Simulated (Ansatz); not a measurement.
Basis-set extrapolation for `SP1N[SiH2]1` (PBE0-D4/def2-TZVP geometry, frozen core, the Gaussian-basis code of Ansatz). Multiplicity 1, RHF reference.

```json
{"": "HF", "def2-TZVPP": "-1084.042440", "def2-QZVPP": "-1084.075711"}
{"": "MP2 correlation", "def2-TZVPP": "-0.654626", "def2-QZVPP": "-0.707527"}
{"": "CCSD(T) correlation", "def2-TZVPP": "-0.733594", "def2-QZVPP": "not run"}
```

Energies in hartree. Use E(X) = E(∞) + A·exp(−7.88·√X) for Hartree–Fock and E(X) = E(∞) + B·X^(−2.97) for correlation, with X = 3 and 4, and add CCSD(T) minus MP2 of the smaller set to the MP2 limit.

Problem. What is the CCSD(T) energy at the basis-set limit?

Solution. HF limit: -1084.075711 + (-0.033271) × 0.13774 = -1084.08029. MP2 limit: -0.707527 + (-0.052901) × 0.74074 = -0.74671. Higher-order term: -0.733594 − (-0.654626) = -0.07897. Total: -1084.90597 hartree, 341.1 kJ/mol below CCSD(T)/def2-TZVPP.
